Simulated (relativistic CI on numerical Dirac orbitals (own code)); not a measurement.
**Forbidden lines of Cd XVII**

Calculated at this level of theory: Dirac-Coulomb-Breit CI, separate exchange-only KLI orbitals for each configuration, QED by a radiative potential, unscaled Slater integrals (own radial code, finite nucleus).

CI space (outside the closed core [Ar] 3d10): 4s2 4p2, 4s 4p3, 4p4, 4s2 4p 4d, 4s 4p2 4d, 4s2 4p 4f, 4s 4p2 4f, 4p3 4d, 4s 4p 4d2, 4s2 4d 4f, 4s2 4p 5s, 4p3 4f, 4s2 4d2, 4s 4d3, 4s 4d2 4f, 4p2 4d2, 4p 4d3, 4p 4d2 4f, 4p 4d2 5s, 4s2 4f2, 4s 4d 4f2, 4s 4f3, 4p2 4f2, 4p 4d 4f2, 4p 4f3, 4p 4f2 5s. Double excitations out of closed p, d and f shells are left out; levels of such configurations are missing from the list, as are those of other unlisted configurations, and high levels can miss mixing partners.

```csv
λ vac (nm),Lower,Upper,Type,A (s⁻¹),log gf
19.022,4s2 4p2 1D_2 [4],4s2 4p 4d 3F°_4 [20],M2,2.31e+02,-7.95
30.801,4s 4p3 5S°_2 [6],4s2 4p 4d 3F°_4 [20],E2,3.25e+02,-7.38
39.968,4s 4p3 3D°_2 [8],4s2 4p 4d 3F°_4 [20],E2,2.16e+02,-7.33
43.247,4s 4p3 3D°_3 [9],4s2 4p 4d 3F°_4 [20],M1,1.39e+02,-7.45
55.215,4s 4p3 3P°_2 [12],4s2 4p 4d 3F°_4 [20],E2,9.14e+01,-7.42
83.695,4s2 4p2 3P_1 [2],4s2 4p2 1S_0 [5],M1,1.48e+04,-5.81
128.36,4s2 4p2 3P_1 [2],4s2 4p2 1D_2 [4],M1,2.90e+03,-5.45
154.09,4s2 4p2 3P_0 [1],4s2 4p2 3P_2 [3],E2,7.82e+00,-7.86
160.22,4s2 4p2 3P_2 [3],4s2 4p2 1D_2 [4],M1,2.43e+03,-5.33
202.42,4s2 4p2 3P_0 [1],4s2 4p2 3P_1 [2],M1,1.81e+03,-5.48
228.41,4s2 4p 4d 3F°_3 [17],4s2 4p 4d 3F°_4 [20],M1,1.56e+03,-4.96
645.35,4s2 4p2 3P_1 [2],4s2 4p2 3P_2 [3],M1,2.73e+01,-6.07
```

Terms are leading LS components. Brackets give the number of a level in order of energy, since labels repeat. The list gives strong lines, with weight on those to low levels, among the lowest 200 of 2830 levels, so that lines to higher ones, which can be the strongest, are missing. Levels whose partners in the same complex of configurations lie outside the list can be far off, and so can their lines. Rates are taken at the computed energies, electric ones in the length gauge.

At this charge energies of transitions that change n are usually good to better than 1 %, and those within a shell (Δn = 0) to a few per cent.

Problem. From the table, what is the radiative lifetime of 4s2 4p 4d 3F°_4?

Solution. The listed rates from this level add up to about 2.56e+03 s⁻¹, 97 % of its decay; with all channels τ = 3.79e-04 s.

LS names give the leading component of a level, which can be under half, so a name can repeat, a term be missing and a line seem to break the LS rules.
